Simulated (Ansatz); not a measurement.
**Two structures, one formula**

Two relaxed structures of CH$_{3}$STe (charge +1), closed shell (PBE0-D4/def2-TZVP; forces vanish, vibrations not checked).

A:

| atom | x (Å) | y (Å) | z (Å) |
| --- | --- | --- | --- |
| S1 | -1.2297 | -0.6512 | 0.1219 |
| C2 | 0.1811 | 0.0438 | -0.4051 |
| Te3 | 1.5804 | 0.9528 | 0.7047 |
| H4 | -1.6919 | -1.0636 | -1.0784 |
| H5 | 0.4028 | 0.0209 | -1.4696 |
| H6 | 0.7573 | 0.6972 | 2.1265 |

B:

```xyz
6
angstrom
S -1.5266 -0.3073 0.0148
C 0.1113 0.0444 -0.3295
Te 1.3321 1.2675 0.7957
H -1.7619 -1.0421 -1.0928
H 0.4716 -0.2219 -1.3212
H 0.8480 -0.5905 0.4418
```

Ansatz 0.2.0; basis: def2-TZVPP; cores frozen in the correlated methods. Filled d shells of the heavier atoms are correlated. Core potentials replace the inner electrons of the atoms past krypton. The def2 sets are not built for correlating such inner shells, so the correlated values are less sure here. B3LYP uses VWN-RPA correlation.

**Question.** Which structure is lower at CCSD(T), and by how much? (An estimate is asked for; the value comes from the calculation.)

**Answer.** By the calculation: A, by 34.81 kcal/mol (electronic energy, against the other). By their contacts, A is CH₃STe ([SH][CH][TeH]), total charge +1 and B is CH₃STe ([SH][CH]1[H][Te]1), total charge +1.

All methods give the same order:

```tsv
method	E(B) − E(A) (kcal/mol)
PBE-D4	31.62
r2SCAN-D4	34.42
PBE0-D4	33.19
B3LYP-D4	33.90
wB97M-V	33.93
HF	38.65
MP2	35.19
CCSD	35.51
CCSD(T)	34.81
```

The T1 diagnostic stays at or below 0.026. The T1 diagnostic is large here, which may signal multireference character or strong orbital relaxation, so CCSD(T) is less sure. The restricted Hartree–Fock reference is unstable towards an unrestricted one at one or more of these structures.

Labels in which every atom is bracketed show which atoms are joined, not bond orders.

For scale, one of the runs: CCSD(T)/def2-TZVPP, 165 basis functions, launched by `ansatz run in.yaml --threads 2 --pin off --events-out ev --progress --plain --max-ram 4352MiB`. Time: 68 s of wall clock on 2 CPU threads of an Arm Neoverse V1; the host was shared. Peak host memory: 1.4 GiB.
